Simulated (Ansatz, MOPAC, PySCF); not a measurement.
C2H6OTe, SMILES `CC[Te]O` (C–C–Te–O torsion 48°, C–Te–O–H torsion 90°), neutral singlet in the gas phase. In the def2 sets core potentials replace the inner electrons of Te.

Cartesian coordinates (Å):
SMILES: [Te](O)CC
```xyz
10

C     -1.1713     0.1578    -0.0211
C     -0.1106    -0.8865     0.2915
Te     1.6692    -0.6294    -0.9578
O      1.8053     1.3611    -0.6147
H     -0.7442     1.1698     0.0469
H     -2.0094     0.0864     0.6934
H     -1.5725     0.0317    -1.0384
H      0.2228    -0.8395     1.3380
H     -0.4492    -1.9158     0.0891
H      2.3598     1.4644     0.1730
```
Charge 0, spin multiplicity 1.

All levels are single points at this geometry (B3LYP-D3(BJ)/def2-SVP); Pople sets use spherical d functions. Orbital energies aren't observables, and empty levels follow the basis.

PM3 in MOPAC gives HOMO (eV) = -8.90.

Task: Estimate the HOMO (eV) from each of these levels: B3LYP-D3(BJ)/def2-TZVP in Ansatz (a quantum-chemistry and plane-wave program); CAM-B3LYP-D3(BJ)/def2-TZVP in Ansatz; PBE-D3(BJ)/def2-TZVP in Ansatz; B3LYP/6-31G* (LANL2DZ on Te) in PySCF; HF/6-31G* (LANL2DZ on Te) in PySCF; AM1 in MOPAC; PM6 in MOPAC; PM7 in MOPAC.

Result: 
```csv
level,HOMO (eV)
B3LYP-D3(BJ)/def2-TZVP in Ansatz,-5.81
CAM-B3LYP-D3(BJ)/def2-TZVP in Ansatz,-7.30
PBE-D3(BJ)/def2-TZVP in Ansatz,-4.93
B3LYP/6-31G* (LANL2DZ on Te) in PySCF,-5.72
HF/6-31G* (LANL2DZ on Te) in PySCF,-8.33
AM1 in MOPAC,-7.09
PM6 in MOPAC,-8.56
PM7 in MOPAC,-7.60
```
